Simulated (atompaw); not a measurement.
# Cr (Z = 24): one change to a PAW (atompaw) potential, before and after

atompaw 4.2.0.5 input, output lines left out:

```
Cr 24
GGA-PBE scalarrelativistic loggrid 1500 logderivrange -8 5 326
4 4 3 0 0 0
4 0 0.5
4 1 0
3 2 5
0 0 0
c
c
v
v
c
v
v
v
2
2.20 1.75 1.60 1.80
n
n
y
0.05
n
custom polynom2 7 10 vanderbiltortho gaussian
bessel
1.30
1.85
1.45
2.20
2.20
2.20
```

All-electron outer shells of the reference configuration (PBE, scalar-relativistic, ld1.x):

```csv
shell,level (eV),outermost node (bohr),outermost maximum (bohr)
2p,-563.89,–,0.20
3s,-77.28,0.36,0.78
3p,-48.75,0.33,0.80
4s,-6.86,1.12,2.68
3d,-6.21,–,0.84
4p,-3.36,1.24,3.52
```

Change: local potential troulliermartins scheme with l = 3 at 0.5 Ry, radius 1.60 bohr.

Cutoffs: the cutoffs (Ry, on a coarse ladder) from which the occupation-weighted sum of valence levels, in a spherical-Bessel basis at the reference potential, stays within 10 and 1 mRy of its value at 400 Ry; they do not see the model core or the augmentation charge, which bear on the density cutoff.

Task: What does the change do?

Result: The potential gets neither clearly harder nor softer (45 Ry and 230 Ry → 45 Ry and 230 Ry); the range in which the p phases agree narrows (upper end at the end of the scan → 0.5); neither file shows a bound ghost.

```csv
quantity,base,changed
"cutoff, loose",45 Ry,45 Ry
"cutoff, tight",230 Ry,230 Ry
bound ghosts,none,none
s: phases at 2.22 bohr within 0.05 rad from the reference energy up to (Ry; the scan ends near 5),to the end of the scan,to the end of the scan
p: phases at 2.22 bohr within 0.05 rad from the reference energy up to (Ry; the scan ends near 5),to the end of the scan,0.5
d: phases at 2.22 bohr within 0.05 rad from the reference energy up to (Ry; the scan ends near 5),1.9,2.3
lowest overlap eigenvalue by channel,"s 0.77, p 0.64, d 0.97","s 0.71, p 0.59, d 0.95"
```

 The cutoffs see the waves, projectors and local potential, not the compensation charge or the core.
